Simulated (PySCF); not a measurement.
C₂H₇NOSi₂, SMILES C[SiH2][SiH2]OC#N. Atoms are numbered in the order given.

```xyz
13

C     -2.9861    -0.5287     0.6436
Si    -1.3147     0.3368     0.6929
Si     0.0511    -0.5137    -1.0190
O      1.6014     0.2655    -0.9766
C      2.3289     0.3871     0.0654
N      3.0022     0.5126     1.0046
H     -2.8741    -1.6127     0.7961
H     -3.4924    -0.3628    -0.3192
H     -3.6361    -0.1384     1.4416
H     -0.6141     0.1072     1.9919
H     -1.4537     1.8079     0.4672
H     -0.4246    -0.2076    -2.3944
H      0.3025    -1.9801    -0.8916
```
Charge 0, spin multiplicity 1.

Geometry: PBE0-D3(BJ)/def2-SVP. This is a generated structure with no PubChem entry under its InChIKey; it may be hypothetical. Other conformers were not sampled.

The numbers are results of TDA-CAM-B3LYP/def2-SVPD (PySCF 2.14.0), not measurements.

Vertical excitations. Gas-phase values at a fixed geometry.

```csv
state,energy (eV),λ (nm),f,main pairs
S1,6.10,203,0.022,HOMO→LUMO 89 %
S2,6.83,182,0.011,HOMO−1→LUMO 82 %
S3,7.15,173,0.001,HOMO−2→LUMO 76 %
S4,7.42,167,0.014,"HOMO→LUMO+2 33 %, HOMO→LUMO+1 27 %, HOMO→LUMO+3 11 %"
S5,7.62,163,0.016,"HOMO→LUMO+1 35 %, HOMO→LUMO+2 33 %"
S6,7.69,161,0.027,"HOMO→LUMO+3 15 %, HOMO→LUMO+1 10 %, HOMO−1→LUMO+1 6 %, HOMO−4→LUMO 6 %"
S7,7.82,159,0.021,HOMO−4→LUMO 63 %
S8,7.99,155,0.056,"HOMO−3→LUMO 61 %, HOMO→LUMO+3 11 %"
S9,8.06,154,0.102,"HOMO−1→LUMO+3 18 %, HOMO−3→LUMO 10 %, HOMO→LUMO+3 8 %, HOMO−1→LUMO+15 8 %"
S10,8.11,153,0.210,"HOMO→LUMO+3 26 %, HOMO−2→LUMO+1 13 %, HOMO−3→LUMO 7 %, HOMO→LUMO+6 5 %"
T1,5.44,228,0,HOMO→LUMO 77 %
T2,6.45,192,0,"HOMO−1→LUMO 49 %, HOMO→LUMO+2 12 %"
T3,6.47,192,0,"HOMO→LUMO+2 37 %, HOMO−1→LUMO 16 %, HOMO−2→LUMO+2 7 %"
T4,6.58,188,0,"HOMO→LUMO+2 12 %, HOMO−1→LUMO+13 9 %, HOMO−2→LUMO+2 8 %, HOMO−1→LUMO+11 7 %"
```
Triplets are in the Tamm–Dancoff approximation.
